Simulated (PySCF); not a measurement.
Species: C₂H₆SSi.
Bonds: C1–C2 (double), C2–Si3, Si3–S4. Hydrogens: H5, H6 on C1; H7 on C2; H8, H9 on Si3; H10 on S4.

A linear-response calculation (PySCF, def2-SVPD basis, gas phase, vertical, core orbitals frozen in the response) gave these numbers; the functional is withheld.

Orbital energies (eV): HOMO-3 -11.04, HOMO-2 -10.46, HOMO-1 -9.54, HOMO -8.69, LUMO 0.26, LUMO+1 1.01, LUMO+2 1.33.

```csv
state,E (eV),f,"main configurations (H = HOMO, L = LUMO)"
S1,5.90,0.040,H→L (87%)
S2,6.08,0.0045,"H→L+1 (74%), H→L+5 (9%)"
S3,6.79,0.020,"H-2→L (34%), H→L+2 (32%), H-3→L (15%)"
S4,7.06,0.458,H-1→L (83%)
S5,7.17,0.0093,"H→L+2 (42%), H-2→L (27%)"
S6,7.37,0.055,"H→L+3 (22%), H→L+6 (15%), H→L+4 (13%)"
```

Triplets (Tamm–Dancoff): T1 4.19 eV, H-1→L (72%), H→L (8%); T2 5.57 eV, H→L (65%), H→L+1 (12%); T3 5.66 eV, H→L+1 (56%), H→L+5 (11%); T4 6.27 eV, H-2→L (41%), H→L+2 (23%), H-3→L (16%).

Vertical ionisation energy by ΔSCF with the same functional: 9.61 eV. Mean static polarisability: 74.5 au.

Question: Which of these was used?
A. CAM-B3LYP
B. HF
C. PBE0
D. PBE

Answer: A. CAM-B3LYP is range-separated, 19% exact exchange at short range and 65% at long range (ω = 0.33 bohr⁻¹). In this run −ε(HOMO) = 8.69 eV differs from the ΔSCF value by -0.92 eV, and S1 differs from the orbital gap of 8.95 eV by -3.05 eV. The ratio −ε(HOMO)/IP is 0.90. Small neutral molecules mostly give 0.85 to 0.93 with CAM-B3LYP, 0.5 to 0.7 with PBE, 0.7 to 0.83 with PBE0; Hartree–Fock can't fall below 1, since the ion's relaxation only lowers the ΔSCF value.

Theory: PySCF, TDDFT CAM-B3LYP/def2-SVPD, vertical, gas phase, core orbitals frozen in the response. The structure is a single PBE0-D3(BJ)/def2-SVP conformer in the gas phase; no vibrational or solvent corrections.

The values belong to the conformer `[CH2:1]=[CH:2][SiH2:3][SH:4]`: C1–C2–Si3–S4 121°, H–S4–Si3–C2 -60°.
